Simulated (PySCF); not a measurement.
**Calculated NMR parameters of C=N[Si@@H](Cl)C1=C(Cl)CC1**

| Item | Value |
| --- | --- |
| Formula | C5H7Cl2NSi |
| SMILES | C=N[Si@@H](Cl)C1=C(Cl)CC1 |
| InChI | InChI=1S/C5H7Cl2NSi/c1-8-9(7)5-3-2-4(5)6/h9H,1-3H2/t9-/m1/s1 |
| Point group of the computed structure | C1 |
| Degrees of unsaturation | 3 |
| Carbon signals | 5 |
| Proton signals | 7 |

Molfile (atoms numbered from 1):
```
C5H7Cl2NSi
     RDKit          3D

 16 16  0  0  0  0  0  0  0  0999 V2000
    2.9704    1.2365   -0.4419 C   0  0  0  0  0  0  0  0  0  0  0  0
    1.9969    1.0558    0.3159 N   0  0  0  0  0  0  0  0  0  0  0  0
    1.2003   -0.2946    1.0217 Si  0  0  1  0  0  4  0  0  0  0  0  0
    0.9536    0.2297    2.9516 Cl  0  0  0  0  0  0  0  0  0  0  0  0
   -0.4670   -0.3311    0.1780 C   0  0  0  0  0  0  0  0  0  0  0  0
   -0.8932   -0.2509   -1.0880 C   0  0  0  0  0  0  0  0  0  0  0  0
   -0.0925   -0.0755   -2.5808 Cl  0  0  0  0  0  0  0  0  0  0  0  0
   -2.3538   -0.3673   -0.7802 C   0  0  0  0  0  0  0  0  0  0  0  0
   -1.8890   -0.4676    0.6938 C   0  0  0  0  0  0  0  0  0  0  0  0
    3.2093    2.2475   -0.7624 H   0  0  0  0  0  0  0  0  0  0  0  0
    3.6229    0.4454   -0.8204 H   0  0  0  0  0  0  0  0  0  0  0  0
    1.8459   -1.6086    0.9867 H   0  0  0  0  0  0  0  0  0  0  0  0
   -2.8452   -1.2541   -1.1760 H   0  0  0  0  0  0  0  0  0  0  0  0
   -2.9484    0.5122   -1.0195 H   0  0  0  0  0  0  0  0  0  0  0  0
   -2.1028   -1.4178    1.1776 H   0  0  0  0  0  0  0  0  0  0  0  0
   -2.2149    0.3492    1.3327 H   0  0  0  0  0  0  0  0  0  0  0  0
  1  2  2  0
  2  3  1  0
  3  4  1  0
  3  5  1  0
  5  6  2  0
  6  7  1  0
  6  8  1  0
  8  9  1  0
  9  5  1  0
  1 10  1  0
  1 11  1  0
  3 12  1  1
  8 13  1  0
  8 14  1  0
  9 15  1  0
  9 16  1  0
M  END
```

In vacuum, a single conformation, no relativistic terms. Shieldings: GIAO PBE0/pcSseg-1; geometry: GFN2-xTB; PySCF 2.14.

Shifts are taken against calculated references (same method and geometry level): ¹H (σ = 31.72 ppm), ¹³C (σ = 186.93 ppm), ²⁹Si (σ = 349.16 ppm) against TMS; NH3 for ¹⁵N (σ = 267.73 ppm).

| carbon | δC, type | δH (multiplicity) | HMBC from (2–3 bonds) | span of the C tensor (ppm) |
| --- | --- | --- | --- | --- |
| C1 | 173.7, CH2 | H10 8.80 (m); H11 8.89 (m) | H12 | 210 |
| C5 | 149.9, C | – | H12, H14, H13, H16, H15 | 196 |
| C6 | 155.7, C | – | H12, H14, H13, H16, H15 | 194 |
| C8 | 41.6, CH2 | H13 2.86 (m); H14 2.90 (m) | H16, H15 | 31 |
| C9 | 29.1, CH2 | H15 2.47 (m); H16 2.69 (m) | H12, H14, H13 | 30 |

Other nuclei:
| atoms | nucleus | environment | δ (ppm) | σ (ppm) |
| --- | --- | --- | --- | --- |
| H12 | ¹H | hydrogen on a silicon bonded to C, Cl, N | 5.80 | 25.92 |
| Si3 | ²⁹Si | silicon bonded to C, Cl, N, H | -30.3 | 379.5 |
| N2 | ¹⁵N | imine nitrogen | 422.4 | -154.6 |

1. Carbon types of the structure: 2 × C, 3 × CH2, leaving 1 H on heteroatoms.
2. δC 173.7: C=N carbon.
3. δC 155.7, 149.9: fully substituted alkene carbon; an sp2 carbon of a C=C bond.
4. δC 41.6, 29.1: allylic sp3 CH2; aliphatic region, no heteroatom directly attached.
5. δH 8.89, 8.80: hydrogen on a C=N carbon.
6. δH 2.90, 2.86, 2.69, 2.47: hydrogen on an allylic sp3 CH2; allylic position.

Carbons that carry Cl, above all several Cl atoms, come out too deshielded, partly because spin–orbit coupling is missing. Shifts are as computed. Against solution values, carbons near 30 ppm lie about +3 ppm off and those near 130 ppm about +5 ppm; carbons on Cl a further +6 ppm. Of 1211 compounds with measured shifts, 218 miss one by over three times the rms of a fit or turn the order of signals round; such compounds aren't used in these exercises. Experimental scales use liquid or dissolved standards, which lie at an offset from isolated NH3 (liquid NH3: subtract about 20 ppm). Unscaled 15N shifts of sp2 nitrogen come out 20 to 40 ppm too high even then. Multiplicities follow the n + 1 count of equivalent neighbours, as no J values were calculated; m marks all less simple cases, F and P coupling included.
